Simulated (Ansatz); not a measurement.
Relaxation of F₂GeH₃ (6 atoms, charge 0, multiplicity 2), to a largest force component of 0.03 eV/Å in at most 50 steps.

Computed with UKS PBE0/def2-SVP (Ansatz 0.2.0).

```xyz
6
Properties=species:S:1:pos:R:3:forces:R:3
Ge 0.078 0.000 -0.036 -0.38 0.00 -1.02
F 0.675 0.000 1.571 0.40 0.00 1.14
H 1.323 0.000 -0.935 -0.02 0.00 -0.02
H -0.756 1.278 -0.199 -0.01 -0.01 0.00
H -0.756 -1.278 -0.199 -0.01 0.01 0.00
F -0.563 0.000 3.550 0.01 0.00 -0.09
```

Where does it end, and by what steps?

The forces met the threshold. After 7 steps the energy has fallen by 0.099 eV; F6 moved furthest, 0.80 Å.

```csv
step,energy less start (eV),largest force component (eV/Å),accepted
0,0.0000,1.143,yes
1,-0.0241,0.567,yes
2,-0.0529,0.138,yes
3,-0.0727,0.201,yes
4,-0.0880,0.253,yes
5,-0.0976,0.054,yes
6,-0.0986,0.058,yes
7,-0.0991,0.016,yes
```

```xyz
6
Properties=species:S:1:pos:R:3
Ge 0.085 0.000 0.113
F 1.003 0.000 1.625
H 1.171 0.000 -0.974
H -0.748 1.284 0.105
H -0.748 -1.284 0.105
F -0.761 0.000 2.777
```

Whether the end is a true minimum wasn't checked by a vibrational analysis.

The run took 27 s on 2 threads of Arm Neoverse V2 (shared host), peak memory 0.22 GiB.
